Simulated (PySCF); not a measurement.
# How the method changes the shape and vibrations of CGeH4Si

Calculated results; nothing here was measured. The program is PySCF 2.14.0, an open-source quantum chemistry code, run on an isolated molecule that a program drew, which may never have been made. The molecule is CGeH4Si (charge 0, singlet), drawn as the SMILES string `C=[SiH][GeH]`.

The geometry was optimised and harmonic frequencies were computed with HF and MP2, all in the cc-pV(D+d)Z basis, for the commonest isotopes, with a restricted reference for singlets and an unrestricted one otherwise, and a frozen core in MP2. Germanium has the cc-pVDZ-PP basis, with a core potential (ECP10MDF) in place of its 10 inner electrons, and its 3s, 3p and 3d shells are frozen in MP2. Each result is a local minimum of its method.

Geometry at the HF minimum:
```xyz
7
CGeH4Si, angstrom
C    -3.6490   -1.8965    0.1824
Si   -2.2708   -0.8836    0.0757
Ge   -0.7350   -0.9652    1.9579
H    -3.8081   -2.5320    1.0482
H    -4.4207   -1.9656   -0.5781
H    -2.1299   -0.0486   -1.1386
H     0.2660    0.0984    1.3492
```

Lengths of the bonds as drawn, in Å (atoms numbered as above):
| bond | HF | MP2 |
|---|---|---|
| C1-Si2 | 1.714 | 1.748 |
| Si2-Ge3 | 2.431 | 2.408 |
| C1-H4 | 1.086 | 1.099 |
| C1-H5 | 1.086 | 1.099 |
| Si2-H6 | 1.480 | 1.486 |
| Ge3-H7 | 1.582 | 1.591 |

Rotational constants, in GHz:
```
constant     HF    MP2
       A  20.37  19.27
       B  2.281  2.332
       C  2.052   2.08
```

Harmonic frequencies in cm^-1, each column in rising order, so a row needn't be the same motion in every method:
```
rank,HF,MP2
1,144,129
2,148,137
3,336,341
4,344,346
5,607,559
6,734,684
7,747,690
8,907,795
9,911,852
10,999,905
11,1512,1398
12,2013,?
13,2311,2262
14,3288,3161
15,3378,3264
```

**Estimate the missing MP2 frequency from the HF column.**

A single factor s that minimises the squared misfit of MP2 against s times HF over the other rows is sum(HF x MP2) / sum(HF^2) = 0.9577, with an rms misfit of 34 cm^-1. For rank 12 it gives 0.9577 x 2013 = 1928 cm^-1. The calculation gives 1971 cm^-1, 43 cm^-1 above the estimate. The drawn bonds are on average 0.7 % longer in MP2 than in HF.
